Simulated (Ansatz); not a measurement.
Species: 1-methylsulfonylethyne, C₃H₄O₂S (charge 0, singlet). 
Coordinates optimised at B3LYP-D3(BJ)/def2-TZVP (Ansatz, a program for electronic structure):
```xyz
10

C      2.3876     0.8008     0.2859
C      1.2753     0.3710     0.1537
S     -0.3150    -0.2778    -0.0346
C     -1.2906     1.2008    -0.1840
O     -0.6622    -0.9383     1.1924
O     -0.3505    -0.9830    -1.2851
H      3.3771     1.1734     0.4036
H     -0.9622     1.7550    -1.0602
H     -1.1868     1.7872     0.7259
H     -2.3195     0.8632    -0.3073
```

Quantity: atomisation energy (electronic, to ground-state atoms), in kcal/mol. Cores are frozen in the correlated levels unless marked. Open shells are spin-unrestricted. No spin-orbit coupling. No relativistic terms. The coupled-cluster limit lacks core correlation, which all-electron functionals hold. CBS(X,Y): correlation extrapolated as X^-3; Hartree-Fock from the larger set.

```tsv
level	program	atomisation energy (kcal/mol)
HF/6-31G	Ansatz	361.3
HF/cc-pV(D+d)Z	Ansatz	576.9
HF/cc-pV(Q+d)Z	Ansatz	619.6
BLYP-D4/def2-TZVPD	Ansatz + dftd4	952.5
r2SCAN-D4/def2-TZVPD	Ansatz + dftd4	955.7
BHLYP/def2-TZVPD	Ansatz	884.7
CAM-B3LYP-D4/def2-TZVPD	Ansatz + dftd4	944.0
LC-wPBE-D3(BJ)/def2-TZVPD	Ansatz + dftd3	948.2
B2GP-PLYP-D4/def2-TZVPD	Ansatz + dftd4	933.7
B2PLYP-D3(BJ)/def2-TZVPD	Ansatz + dftd3	939.0
MP2/STO-3G	Ansatz	611.8
RI-MP2/cc-pV(T+d)Z	Ansatz	951.6
SCS-MP2/aug-cc-pV(D+d)Z	Ansatz	874.0
SCS-MP2/cc-pV(T+d)Z	Ansatz	934.8
SCS-MP2/aug-cc-pV(Q+d)Z	Ansatz	963.0
CCSD/6-31G*	Ansatz	811.5
CCSD/aug-cc-pV(T+d)Z	Ansatz	894.2
CCSD/aug-cc-pV(Q+d)Z	Ansatz	910.8
CCSD(T)/aug-cc-pV(D+d)Z	Ansatz	852.3
CCSD(T)/aug-cc-pV(T+d)Z	Ansatz	919.8
CCSD(T)/CBS(aug-cc-pV(T+d)Z,aug-cc-pV(Q+d)Z)	Ansatz	948.4
```
